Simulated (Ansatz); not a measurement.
This geometry of BrClH2Si + H2O (8 atoms, charge 0, multiplicity 1) is a first-order saddle point.

These are results of Ansatz, RKS PBE0/def2-SVP, not measurements.

```xyz
8
Properties=species:S:1:pos:R:3
Si -0.047 -0.306 -0.684
Br 2.120 -0.960 0.112
H 0.563 0.189 -1.942
H -0.703 -1.629 -0.664
Cl -1.770 1.025 -0.860
H 0.709 0.306 1.602
O -0.163 0.288 1.161
H -0.709 1.087 1.275
```

Question: Which two structures does it join? (They come from a converged band through this point; their orientation in space is the band's.)

Answer: Bonds broken: Si1–Br2, H6–O7. Bonds formed: Si1–O7, Br2–H6. BrClH2Si + H2O becomes BrH + ClH3OSi.

Initial state:

```xyz
8
Properties=species:S:1:pos:R:3
Si 0.041 -0.370 -1.140
Br 2.111 -0.172 -0.342
H 0.196 -0.656 -2.589
H -0.698 -1.434 -0.430
Cl -0.951 1.442 -1.014
H 0.502 0.191 2.013
O -0.442 0.059 1.868
H -0.758 0.940 1.635
```

Final state:

```xyz
8
Properties=species:S:1:pos:R:3
Si -0.590 -0.075 -0.986
Br 1.956 -1.023 2.635
H -0.230 0.555 -2.283
H -0.294 -1.524 -0.932
Cl -2.607 0.235 -0.697
H 1.222 -0.318 1.615
O 0.290 0.598 0.261
H 0.253 1.552 0.388
```

Question: How far does it lie above each of them?

Answer: 11.4 kcal/mol above the first and 13.4 kcal/mol above the second. This is the barrier of this one path; another mechanism may lie lower. The orbitals stay closed-shell, which can raise the energy where a bond breaks towards radicals; this wasn't checked here.

The run took 6.5 min on 2 threads of Arm Neoverse V1 (shared host), peak memory 0.23 GiB.
